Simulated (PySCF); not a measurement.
PySCF input:

```python
from pyscf import gto, scf, dft

mol = gto.M(
    atom='''
    C    -2.49437676   -0.24390811    0.17900129
    O    -1.16905712   -0.76383967    0.15498647
    C    -0.22142770    0.12463961    0.55857328
    C     0.93862166    0.22933050   -0.07012125
    F     1.28787435   -0.44275223   -1.15160561
    F     1.92733822    1.00945967    0.34749732
    H    -3.15491799   -1.06498085   -0.08923785
    H    -2.60817349    0.57156422   -0.54088329
    H    -2.75300853    0.11898042    1.17951913
    H    -0.40525946    0.72441451    1.44296500
    ''',
    basis='def2-tzvpd',
    charge=0,
    spin=0,
    verbose=4,
)

mf = dft.RKS(mol, xc='tpssh').density_fit(auxbasis='def2-universal-jkfit')
mf.grids.level = 3
mf.conv_tol = 1e-9
mf.max_cycle = 100
mf.max_memory = 1500
mf.kernel()
if not mf.converged:
    mf = mf.newton()
    mf.kernel(mf.make_rdm1())
mf.analyze()
```

Problem. Which total energy does the run end on?

Solution. -391.74773 Eh (TPSSh/def2-TZVPD).
